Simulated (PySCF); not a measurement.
# Fe+ (iron, charge +1) across methods

[Ar] 3d5 4s2, high-spin 6S determinant (an excited configuration). Computed with PySCF 2.14 in aug-cc-pVDZ, with no relativity, point nucleus.

| method | E (hartree) | mean ε 3d α (eV) | mean ε 4s α (eV) | mean ε 4s β (eV) | Σ⟨r²⟩ (bohr²) | ⟨S²⟩ |
| --- | --- | --- | --- | --- | --- | --- |
| M06-2X | -1263.255 | -29.697 | -15.302 | -15.185 | 29.65 | 8.752 |
| r2SCAN | -1263.223 | -24.750 | -14.603 | -13.345 | 29.54 | 8.761 |
| TPSSh | -1263.256 | -25.141 | -14.692 | -13.522 | 29.49 | 8.755 |
| PBE0 | -1263.036 | -26.849 | -15.165 | -14.054 | 29.45 | 8.755 |
| M06-L | -1263.220 | -24.456 | -14.302 | -13.281 | 29.11 | 8.756 |
| LDA | -1260.755 | -24.100 | -14.605 | -13.493 | 29.21 | 8.755 |
| B97-3 | -1263.127 | -26.912 | -15.020 | -14.084 | 29.43 | 8.754 |
| UHF | -1262.12131 | -34.913 | -16.853 | -15.534 | 30.17 | 8.757 |

(1) Estimate the same row for PBE.

Answers

(1) E (hartree) = -1262.987; mean ε 3d α (eV) = -23.920; mean ε 4s α (eV) = -14.357; mean ε 4s β (eV) = -13.247; Σ⟨r²⟩ (bohr²) = 29.39; ⟨S²⟩ = 8.755.
